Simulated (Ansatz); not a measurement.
Frontier orbitals of F$_{3}$GeHS (`[F][Ge]([F])([F])[SH]`).

| atom | x (Å) | y (Å) | z (Å) |
| --- | --- | --- | --- |
| F1 | -1.462 | -1.028 | -0.369 |
| Ge2 | -0.365 | 0.130 | 0.242 |
| F3 | -1.244 | 1.563 | 0.526 |
| F4 | 0.103 | -0.484 | 1.765 |
| S5 | 1.292 | 0.555 | -1.086 |
| H6 | 1.676 | -0.736 | -1.077 |

The species carries charge 0 and has multiplicity 1. Correlated methods include outer-core shells of Ge, which these sets cover unevenly. Scalar relativity is left out up to krypton. Geometry: relaxed with PBE0-D4/def2-TZVP. It is one conformer, not always the lowest. Basis def2-TZVPP, the Gaussian-basis code of Ansatz.

Orbital energies of one run (eV). Highest occupied ones, from the top: -8.90, -10.79, -11.99, -12.15, -12.18, -12.50, -12.58, -12.65, -13.61, -14.05, -14.21, -16.70, -21.89, -32.56. Empty: -1.42, -0.42, 0.72, 1.07, 2.15, 4.39.

(1) Which functional gave them?
A. ωB97X-V
B. PBE0
C. revPBE
D. BHLYP

Answers

(1) B. HOMO energies: PBE0 -8.90, ωB97X-V -11.31, revPBE -7.48, BHLYP -10.08 eV.
